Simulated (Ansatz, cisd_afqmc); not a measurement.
System: Ga, charge 0, doublet.

Total energies in cc-pVQZ, 3 correlated electrons, 14 frozen orbitals. Radicals and triplets start from unrestricted determinants; spin-orbit coupling is neglected. Cores are frozen in correlated methods (noble-gas shells, and filled d and f shells in the p block). No relativity. The Monte Carlo rows (phaseless AFQMC, CISD trial, step 0.005/hartree) carry one-sigma bars that omit the constraint's bias. Outlying blocks are dropped, and bars are widened where a walk drifts. Over all cases where full CI ran beside it in this data, AFQMC minus full CI had a median of +0.1 mEh and passed +0.4 mEh in a tenth of the cases.

```json
[
 {"method": "HF", "program": "Ansatz", "energy (Eh)": "-1923.26422", "minus CCSDT (mEh)": "49.54"},
 {"method": "MP2", "program": "Ansatz", "energy (Eh)": "-1923.30026", "minus CCSDT (mEh)": "13.50"},
 {"method": "CCSD", "program": "Ansatz", "energy (Eh)": "-1923.31247", "minus CCSDT (mEh)": "1.29"},
 {"method": "CCSD(T)", "program": "Ansatz", "energy (Eh)": "-1923.31345", "minus CCSDT (mEh)": "0.30"},
 {"method": "CCSDT", "program": "Ansatz", "energy (Eh)": "-1923.31376", "minus CCSDT (mEh)": "0.00"},
 {"method": "AFQMC/CISD", "program": "cisd_afqmc", "energy (Eh)": "-1923.3137 ± 0.0001", "minus CCSDT (mEh)": "0.1 ± 0.1"}
]
```

Ansatz is an electronic-structure program.
